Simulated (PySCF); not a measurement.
C8H10FN.
SMILES: `[H]/N=C1/CCC[C@@H](C#C)[C@@H]1F`

The closed-shell ground state was solved at several levels (PySCF, density fitting, gas phase, non-relativistic). Isolated species at its PBE0-D3(BJ)/def2-SVP geometry (one conformer only).

```csv
level,basis functions,HOMO (eV),LUMO (eV),gap (eV),dipole (D)
PBE0/pcSseg-1,220,-7.62,-0.29,7.33,2.84
KT2/pcSseg-1,220,-6.29,-1.36,4.93,2.66
```

(1) What might PBE0/def2-SVPD (283 basis functions) give for the same quantities?

(2) Over all these levels, which gives the widest orbital gap and which the narrowest?

(3) How far do the dipole and the HOMO energy spread over the levels?

Answers

(1) HOMO -7.65 eV, LUMO -0.43 eV, gap 7.22 eV, dipole 3.00 D.

(2) PBE0/pcSseg-1 (global hybrid, 25 % exact exchange) has the widest, 7.33 eV, and KT2/pcSseg-1 (GGA) the narrowest, 4.93 eV. The two share the basis. From the narrowest to the widest the HOMO moves by -1.33 eV and the LUMO by +1.07 eV.

(3) The dipole runs from 2.66 to 3.00 D (mean 2.83 D) and the HOMO from -7.65 to -6.29 eV.
